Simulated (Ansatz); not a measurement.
`OB(Cl)CCl` + `BS` → `BSB(O)Cl` + `CCl`  (ligand exchange at a B–C bond)

Calculated with Ansatz (gas phase, PBE0-D4/def2-TZVP geometries, no zero-point term in ΔE). CCSD(T)/CBS is the MP2 limit (def2-TZVPP, def2-QZVPP) plus CCSD(T) − MP2 in def2-TZVPP, frozen cores. This one scheme is used for every species. One conformer a species, not always the lowest.

`OB(Cl)CCl`:

Cartesian coordinates in Å:
```
O 0.499 -0.293 -1.621
B 0.640 0.245 -0.406
Cl 2.054 1.241 -0.080
C -0.392 0.043 0.769
Cl -1.766 -0.991 0.277
H -0.314 -0.816 -1.673
H -0.802 0.998 1.102
H 0.081 -0.427 1.632
```

`BS`:

Cartesian coordinates in Å:
```
B -0.256 0.515 0.070
S 0.370 -1.034 0.636
H -0.741 1.215 0.903
H -0.191 0.830 -1.077
H 0.819 -1.526 -0.532
```

`BSB(O)Cl`:

Cartesian coordinates in Å:
```
B -0.340 -0.006 -1.786
S 0.486 -0.812 -0.431
B 0.111 0.144 1.098
O 0.634 -0.283 2.263
Cl -0.885 1.579 1.143
H -0.993 0.971 -1.621
H -0.187 -0.517 -2.851
H 1.174 -1.075 2.184
```

`CCl`:

```xyz
5

C     0.075   -0.069   -0.105
Cl   -0.831    0.773    1.166
H     0.726   -0.804    0.362
H     0.663    0.661   -0.655
H    -0.633   -0.561   -0.768
```

| species | CCSD(T)/CBS(def2) energy (Eh) |
| --- | --- |
| `OB(Cl)CCl` | -1059.49282 |
| `BS` | -424.38198 |
| `BSB(O)Cl` | -984.25247 |
| `CCl` | -499.63220 |

Work out ΔE.

ΔE = (-984.25247) + (-499.63220) − (-1059.49282) − (-424.38198) = -0.00987 Eh = -0.27 eV.

Largest T1 diagnostic among the species: 0.015.

Leaving LDA and LC-ωPBE aside and taking each functional with its dispersion term where it has one, the values, not all of them listed here, spread over 0.06 eV, from revPBE-D4 to CAM-B3LYP-D4. LDA lies +0.07 eV from PBE without D4. At CCSD(T), def2-SVP lies +0.06 eV from the extrapolated value and def2-TZVPP +0.02 eV.
